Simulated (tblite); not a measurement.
A tight-binding relaxation on `C[SiH2]/C(C)=C(/C)CBr`.

Computed with GFN2-xTB geometry optimisation, gas phase (tblite 0.8.0). Start geometry: from a force field or distance geometry. The input is one job of a driver script: a line of settings, then coordinates in Å.

Command:
```bash
OMP_NUM_THREADS=1 python probes_run.py task.json out
```

Input:
```
{"job": {"kind": "relax", "xc": "GFN2-xTB", "basis": "xTB"}, "charge": 0, "multiplicity": 1}
C      2.657400    -0.460500     0.787300
Si     1.721800     0.050800    -0.743300
C     -0.046400     0.555300    -0.308500
C     -0.166800     2.070300    -0.156800
C     -1.095100    -0.305200    -0.129500
C     -2.509500     0.177900     0.140000
C     -1.008600    -1.808600    -0.249100
Br    -0.985500    -2.566900     1.552800
H      2.675800     0.348900     1.525100
H      3.680300    -0.719600     0.553900
H      2.186000    -1.330800     1.261800
H      2.398000     1.197200    -1.376500
H      1.685400    -1.063700    -1.707400
H     -0.209100     2.550000    -1.130700
H     -1.051200     2.372100     0.426100
H      0.685200     2.475000     0.415800
H     -2.714400     0.145600     1.219100
H     -2.688300     1.189300    -0.216500
H     -3.239400    -0.447100    -0.367100
H     -1.868000    -2.232600    -0.760800
H     -0.116600    -2.180500    -0.735900
```

Task: What does the run print?

Result: 
```
step      E/eV     max force
  0    -687.26149    1.447
  1    -687.31869    0.817
  2    -687.34413    0.355
  3    -687.36666    0.292
  4    -687.37655    0.254
  5    -687.38256    0.211
  6    -687.38770    0.163
  7    -687.39179    0.144
  8    -687.39483    0.149
  9    -687.39717    0.107
... (103 lines left out)
113    -687.44079    0.016
114    -687.44084    0.016
115    -687.44088    0.012
116    -687.44091    0.013
117    -687.44095    0.016
118    -687.44100    0.015
119    -687.44104    0.014
120    -687.44107    0.012
121    -687.44109    0.011
122    -687.44112    0.010
```

«max force» is the largest atomic force in eV/Å.

Task: From which step on does the largest force stay under 0.1 eV/Å, and how much energy is left to gain from there?

Result: From step 71 (0.093 eV/Å), 15.4 meV above the end.

Main results: energy lowered by 4.1 kcal/mol over 122 steps; largest atomic force 0.010 eV/Å at the end.

Task: Give the final coordinates.

Result: 0.414 Å rms from the input after alignment:
```
atom  x, y, z in Å
C1     2.5394   -0.6607    0.8640
Si2    1.7661    0.0859   -0.7005
C3    -0.0241    0.6063   -0.3487
C4    -0.2825    2.0798   -0.2005
C5    -1.0497   -0.2431   -0.2002
C6    -2.4392    0.2220    0.1363
C7    -0.8938   -1.7168   -0.3083
Br8   -0.9539   -2.5518    1.4881
H9     2.5499    0.0589    1.6781
H10    3.5658   -0.9647    0.6812
H11    1.9958   -1.5335    1.2135
H12    2.5058    1.2877   -1.1041
H13    1.8252   -0.8765   -1.8146
H14   -1.0488    2.4115   -0.9016
H15   -0.6414    2.3038    0.8045
H16    0.6177    2.6602   -0.3793
H17   -2.4415    0.7687    1.0800
H18   -2.8170    0.8958   -0.6331
H19   -3.1246   -0.6170    0.2285
H20   -1.7173   -2.1790   -0.8522
H21    0.0590   -2.0204   -0.7315
```

Task: Estimate the wall time. Hardware: one thread of an Arm Neoverse V2, on a shared host.

Result: About 1.1 s.
Labels such as C1 count atoms from 1, the log's own numbers from 0.
